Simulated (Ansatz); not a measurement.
`[Cl][Al]1[CH2][CH2]1` + H₂ → `[CH2]1[CH2][AlH]1` + HCl at 700 K and 1 bar (hydrogenolysis of the Al–Cl bond).

Calculated with Ansatz (gas phase, PBE0-D4/def2-TZVP geometries, no zero-point term in ΔE). CCSD(T)/CBS is the MP2 limit (def2-TZVPP, def2-QZVPP) plus CCSD(T) − MP2 in def2-TZVPP, frozen cores. This one scheme is used for every species.

```json
{"species": "`[Cl][Al]1[CH2][CH2]1`", "CCSD(T)/CBS energy (Eh)": "-780.31123", "H − E (kJ/mol)": "199.7", "S (J/(mol·K))": "398.2"}
{"species": "H₂", "CCSD(T)/CBS energy (Eh)": "-1.17544", "H − E (kJ/mol)": "46.8", "S (J/(mol·K))": "155.3"}
{"species": "`[CH2]1[CH2][AlH]1`", "CCSD(T)/CBS energy (Eh)": "-321.05314", "H − E (kJ/mol)": "206.1", "S (J/(mol·K))": "354.3"}
{"species": "HCl", "CCSD(T)/CBS energy (Eh)": "-460.38127", "H − E (kJ/mol)": "38.4", "S (J/(mol·K))": "211.8"}
```

H − E and S are ideal-gas, rigid-rotor, harmonic terms from PBE0-D4/def2-TZVP. The MP2-based limit puts H₂ 0.8 mEh under its directly extrapolated value; such offsets cancel only in part. 1 Eh = 2625.50 kJ/mol, R = 8.31446 J/(mol·K).

**Question.** By hand: ΔE, ΔH, ΔS and ΔG.

**Answer.** ΔE = (-321.05314) + (-460.38127) − (-780.31123) − (-1.17544) = 0.05226 Eh = 137.2 kJ/mol. Δ(H − E) = 206.1 + 38.4 − 199.7 − 46.8 = -2.0, so ΔH = 135.2 kJ/mol. ΔS = 354.3 + 211.8 − 398.2 − 155.3 = 12.6 J/(mol·K). ΔG = 135.2 − 700 × (12.6)/1000 = 126.4 kJ/mol.

**Question.** By hand: the equilibrium constant, and the temperature at which ΔG would vanish if ΔH and ΔS stayed fixed.

**Answer.** log₁₀ K = −ΔG/(RT ln 10) = -9.4. ΔG = 0 at ΔH/ΔS = 10730 K, far beyond where these terms or the molecules hold.

The number of gas molecules stays the same, so ΔS is small and ΔH decides. A doubt of 5 kJ/mol in ΔE shifts log₁₀ K by 0.4 here. These are equilibria of isolated gas molecules and say nothing of rates. Largest T1 diagnostic: 0.011 (customary marks: 0.02 for closed shells, 0.045 for open ones).
